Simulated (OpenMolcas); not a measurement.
Nb3+ (d2) in a complex was computed by SS-CASPT2, IPEA 0.25 Eh, imaginary shift 0.1 Eh with the d shell active (OpenMolcas, ANO-RCC-VDZP on the metal). Its lowest spin-free states, and all those of the highest spin:

```
2S+1  Degeneracy  E (cm-1)
   3           1         0
   3           3      2240
   3           3      4190
   1           2      4890
   1           3      5820
   3           3      8170
   1           1      8300
   1           3      8850
   1           2      9500
   1           3     10270
   1           1     18680
```

**Question.** Is the site octahedral, tetrahedral or cube-like, axial, or of lower symmetry?

**Answer.** The states with 2S+1 = 3 have orbital degeneracies 1, 3, 3, 3. Threefold states need a cubic site. For d2 at this spin an octahedron puts the threefold T1 below the threefold T2 and a tetrahedron or cube puts the single A2 below the threefold T2, so the site is a tetrahedron or a cube, which this pattern cannot tell apart. The first gap at this spin, 2240 cm-1, is |10Dq| in ligand-field theory. The run had Nb3+ with 4 ligands (sulfide) in tetrahedral coordination (Td) at 2.37 Å. A charge of +1.25 e stands 2.6 Å behind each ligand. Ligand basis ANO-RCC-VDZP.

Roots that are degenerate in the reference are averaged as groups; the widest CASPT2 spread within a group is 490 cm-1 (the 3-fold group of multiplicity 3 near 8170 cm-1 above the lowest state of its run). Shifts and gaps below about the spread of the groups concerned are not significant. Over all roots computed the reference weight is 0.67 to 0.69; a low but even weight reflects the number of correlated electrons. The least metal-like active orbital is 73 % on the metal (Löwdin) and no ligand orbital is active, so the numbers are rough. The sulfide ions are held by bare point charges, a crude embedding. Ligand-to-metal charge-transfer states are missing. These CASPT2 states fit no ligand-field parameters well, so their order and spin gaps are uncertain. With no ligand orbital active B as a rule stays too high, so bands that hang on it stand too high and its fall with covalency is understated. With one d shell and no ligand orbital active, 10Dq can be off by a tenth or more. No measured value stands beside these numbers; the geometry is a model, was not optimised and need not be the one that this ion takes.
